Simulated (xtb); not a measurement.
pinacolborane (C6H13BO2), singlet, at a GFN2-xTB geometry; GFN1-xTB in xtb.

Input for xtb:
```
$ xtb mol.xyz --gfn 1 --opt --json

# file mol.xyz
22

C     -1.77504489    -0.15419211     0.95810353
C     -0.76840575    -0.13730342    -0.19880335
C     -1.15823124    -1.21383039    -1.21017274
O     -0.86942477     1.14841393    -0.81692468
B      0.21679455     1.88224231    -0.47765229
O      1.13781395     1.18178064     0.22559658
C      0.73092190    -0.18813684     0.28138958
C      0.93589637    -0.71651378     1.70003172
C      1.64641146    -0.96262237    -0.67469209
H     -2.76727097     0.03377745     0.55440757
H     -1.54858855     0.63559343     1.66969349
H     -1.77551462    -1.11521817     1.46352174
H     -2.20548957    -1.08539787    -1.47234630
H     -0.57277491    -1.13035295    -2.12003870
H     -1.02218357    -2.20221407    -0.77984665
H      0.34570089     3.00142624    -0.76166501
H      0.43205319    -0.09141387     2.43008365
H      1.99904572    -0.70697816     1.92719343
H      0.56858196    -1.73602217     1.77924377
H      1.55575249    -0.57339505    -1.68547743
H      2.67628670    -0.82371634    -0.35394660
H      1.41402789    -2.02326310    -0.66707659
```

The log (banner, timings and long lists left out):

```
   ID    Z sym.   atoms
    1    6 C      1-3, 7-9
    2    8 O      4, 6
    3    5 B      5
    4    1 H      10-22

           -------------------------------------------------
          |                Calculation Setup                |
           -------------------------------------------------

           -------------------------------------------------
          |                 G F N 1 - x T B                 |
           -------------------------------------------------

          ...................................................
          :                      SETUP                      :
          :.................................................:
          :  # basis functions                  62          :
          :  # atomic orbitals                  62          :
          :  # shells                           44          :
          :  # electrons                        52          :
          :  # halogen bonds                     0          :
          :  max. iterations                   250          :
          :  Hamiltonian                  GFN1-xTB          :
          :  restarted?                      false          :
          :  GBSA solvation                  false          :
          :  PC potential                    false          :
          :  electronic temp.          300.0000000     K    :
          :  accuracy                    1.0000000          :
          :  -> integral cutoff          0.2500000E+02      :
          :  -> integral neglect         0.1000000E-07      :
          :  -> SCF convergence          0.1000000E-05 Eh   :
          :  -> wf. convergence          0.2000000E-04 e    :
          :  Broyden damping             0.4000000          :
          :  net charge                          0          :
          :  unpaired electrons                  0          :
          ...................................................

 iter      E             dE          RMSdq      gap      omega  full diag
   1    -30.8189192 -0.308189E+02  0.820E+00    7.69       0.0  T
   2    -30.9373216 -0.118402E+00  0.484E+00    8.01       1.0  T
   3    -30.9365134  0.808182E-03  0.110E+00    6.98       1.0  T
   4    -30.9432824 -0.676907E-02  0.183E-01    7.62       1.0  T
   5    -30.9436856 -0.403193E-03  0.455E-02    7.50       1.0  T
   6    -30.9437001 -0.144252E-04  0.283E-03    7.52       7.5  T
   7    -30.9437002 -0.114231E-06  0.117E-03    7.52      18.2  T
   8    -30.9437002 -0.175973E-07  0.302E-04    7.52      70.6  T
   9    -30.9437002 -0.132342E-08  0.211E-04    7.52     101.0  T
  10    -30.9437002 -0.730559E-09  0.445E-05    7.52     479.1  T
  11    -30.9437002 -0.387708E-10  0.659E-06    7.52    3233.7  T

   *** convergence criteria satisfied after 11 iterations ***

         :::::::::::::::::::::::::::::::::::::::::::::::::::::
         ::                     SUMMARY                     ::
         :::::::::::::::::::::::::::::::::::::::::::::::::::::
         :: total energy             -30.620698762976 Eh    ::
         :: gradient norm              0.026407237703 Eh/a0 ::
         :: HOMO-LUMO gap              7.519026076057 eV    ::
         ::.................................................::
         :: SCC energy               -30.943700200295 Eh    ::
         :: -> electrostatic           0.076373871486 Eh    ::
         :: repulsion energy           0.333401129834 Eh    ::
         :: dispersion energy         -0.010399692515 Eh    ::
         :: halogen bond corr.         0.000000000000 Eh    ::
         :: add. restraining           0.000000000000 Eh    ::
         :: total charge              -0.000000000000 e     ::
         :::::::::::::::::::::::::::::::::::::::::::::::::::::

      -----------------------------------------------------------
     |                   =====================                   |
     |                        A N C O P T                        |
     |                   =====================                   |
     |               Approximate Normal Coordinate               |
     |                Rational Function Optimizer                |
      -----------------------------------------------------------
      -----------------------------------------------------------
     |                   =====================                   |
     |                        A N C O P T                        |
     |                   =====================                   |
     |               Approximate Normal Coordinate               |
     |                Rational Function Optimizer                |
      -----------------------------------------------------------

          ...................................................
          :                      SETUP                      :
          :.................................................:
          :   optimization level            normal          :
          :   max. optcycles                   200          :
          :   ANC micro-cycles                  20          :
          :   degrees of freedom                60          :
          :.................................................:
          :   RF solver                   davidson          :
          :   write xtbopt.log                true          :
          :   linear?                        false          :
          :   energy convergence         0.5000000E-05 Eh   :
          :   grad. convergence          0.1000000E-02 Eh/α :
          :   maxmium RF displ.          1.0000000          :
          :   Hlow (freq-cutoff)         0.1000000E-01      :
          :   Hmax (freq-cutoff)         5.0000000          :
          :   S6 in model hess.         20.0000000          :
          ...................................................

generating ANC from exact Hessian ...
Using Lindh-Hessian (1995)
 Shifting diagonal of input Hessian by    6.9315483701526135E-003
 Lowest  eigenvalues of input Hessian
[...]
 * total energy  :   -30.6215260 Eh     change       -0.1483043E-04 Eh
 * total energy  :   -30.6215408 Eh     change       -0.1476195E-04 Eh
 * total energy  :   -30.6215554 Eh     change       -0.1465730E-04 Eh
 * total energy  :   -30.6215696 Eh     change       -0.1416779E-04 Eh
 * total energy  :   -30.6215826 Eh     change       -0.1302063E-04 Eh
 * total energy  :   -30.6215938 Eh     change       -0.1120249E-04 Eh
 * total energy  :   -30.6216031 Eh     change       -0.9267711E-05 Eh
 * total energy  :   -30.6216108 Eh     change       -0.7716350E-05 Eh
 * total energy  :   -30.6216174 Eh     change       -0.6635423E-05 Eh
 * total energy  :   -30.6216232 Eh     change       -0.5759933E-05 Eh
 * total energy  :   -30.6216284 Eh     change       -0.5210170E-05 Eh
 * total energy  :   -30.6216331 Eh     change       -0.4735204E-05 Eh
   *** GEOMETRY OPTIMIZATION CONVERGED AFTER 21 ITERATIONS ***
         :: total energy             -30.621633145122 Eh    ::
[...]
          |                Property Printout                |
           -------------------------------------------------

    * Orbital Energies and Occupations

         #    Occupation            Energy/Eh            Energy/eV
      -------------------------------------------------------------
         1        2.0000           -0.7883248             -21.4514
       ...           ...                  ...                  ...
        14        2.0000           -0.5451036             -14.8330
        15        2.0000           -0.5310437             -14.4504
        16        2.0000           -0.5266279             -14.3303
        17        2.0000           -0.5257054             -14.3052
        18        2.0000           -0.5180426             -14.0967
        19        2.0000           -0.5076512             -13.8139
        20        2.0000           -0.5053831             -13.7522
        21        2.0000           -0.5025817             -13.6759
        22        2.0000           -0.4963796             -13.5072
        23        2.0000           -0.4881662             -13.2837
        24        2.0000           -0.4770510             -12.9812
        25        2.0000           -0.4597894             -12.5115
        26        2.0000           -0.4481567             -12.1950 (HOMO)
        27                         -0.1781915              -4.8488 (LUMO)
        28                         -0.1350420              -3.6747
        29                         -0.1345309              -3.6608
        30                         -0.1241863              -3.3793
        31                         -0.1076499              -2.9293
        32                         -0.0951174              -2.5883
        33                         -0.0848388              -2.3086
        34                         -0.0728650              -1.9828
        35                         -0.0620872              -1.6895
        36                         -0.0611589              -1.6642
        37                         -0.0503073              -1.3689
       ...                                ...                  ...
        62                          0.6238114              16.9748
      -------------------------------------------------------------
                  HL-Gap            0.2699652 Eh            7.3461 eV
             Fermi-level           -0.3131741 Eh           -8.5219 eV

  Mulliken/CM5 charges         n(s)   n(p)   n(d)
     1C    -0.10725 -0.25133   1.019  3.088  0.000
     2C     0.22437  0.23562   1.064  2.712  0.000
     3C    -0.10680 -0.25127   1.018  3.089  0.000
     4O    -0.47646 -0.49407   1.687  4.789  0.000
     5B     0.53915  0.34596   0.834  1.626  0.000
     6O    -0.47646 -0.49407   1.687  4.789  0.000
     7C     0.22437  0.23562   1.064  2.712  0.000
     8C    -0.10680 -0.25127   1.018  3.089  0.000
     9C    -0.10725 -0.25133   1.019  3.088  0.000
    10H     0.04592  0.10139   0.954  0.000  0.000
    11H     0.04353  0.10033   0.956  0.000  0.000
    12H     0.02637  0.08017   0.974  0.000  0.000
    13H     0.04604  0.10118   0.954  0.000  0.000
    14H     0.04340  0.09976   0.957  0.000  0.000
    15H     0.02673  0.08038   0.973  0.000  0.000
    16H    -0.07089  0.04972   1.071  0.000  0.000
    17H     0.04340  0.09976   0.957  0.000  0.000
    18H     0.04604  0.10118   0.954  0.000  0.000
    19H     0.02673  0.08038   0.973  0.000  0.000
    20H     0.04353  0.10033   0.956  0.000  0.000
    21H     0.04592  0.10139   0.954  0.000  0.000
    22H     0.02637  0.08017   0.974  0.000  0.000

Wiberg/Mayer (AO) data.
largest (>0.10) Wiberg bond orders for each atom

 ---------------------------------------------------------------------------
     #   Z sym  total        # sym  WBO       # sym  WBO       # sym  WBO
 ---------------------------------------------------------------------------
     1   6 C    3.996 --     2 C    0.993    12 H    0.987    11 H    0.982
                            10 H    0.982
     2   6 C    3.903 --     3 C    0.996     1 C    0.993     7 C    0.932
                             4 O    0.927
     3   6 C    3.996 --     2 C    0.996    15 H    0.986    13 H    0.982
                            14 H    0.982
     4   8 O    2.172 --     5 B    1.112     2 C    0.927
     5   5 B    3.225 --     6 O    1.112     4 O    1.112    16 H    0.952
     6   8 O    2.172 --     5 B    1.112     7 C    0.927
     7   6 C    3.903 --     8 C    0.996     9 C    0.993     2 C    0.932
                             6 O    0.927
     8   6 C    3.996 --     7 C    0.996    19 H    0.986    18 H    0.982
                            17 H    0.982
     9   6 C    3.996 --     7 C    0.993    22 H    0.987    20 H    0.982
                            21 H    0.982
    10   1 H    1.007 --     1 C    0.982
    11   1 H    1.006 --     1 C    0.982
    12   1 H    1.005 --     1 C    0.987
    13   1 H    1.006 --     3 C    0.982
    14   1 H    1.007 --     3 C    0.982
    15   1 H    1.004 --     3 C    0.986
    16   1 H    0.999 --     5 B    0.952
    17   1 H    1.007 --     8 C    0.982
    18   1 H    1.006 --     8 C    0.982
    19   1 H    1.004 --     8 C    0.986
    20   1 H    1.006 --     9 C    0.982
    21   1 H    1.007 --     9 C    0.982
    22   1 H    1.005 --     9 C    0.987
 ---------------------------------------------------------------------------

Topologies differ in total number of bonds
Writing topology from bond orders to xtbtopo.mol

 dipole moment from electron density (au)
     X       Y       Z
  -0.1117  -0.9702   0.2462  total (Debye):    2.560

optimized geometry written to: xtbopt.xyz

           -------------------------------------------------
          | TOTAL ENERGY              -30.621633145122 Eh   |
          | GRADIENT NORM               0.000140902297 Eh/α |
          | HOMO-LUMO GAP               7.346126682370 eV   |
           -------------------------------------------------
```
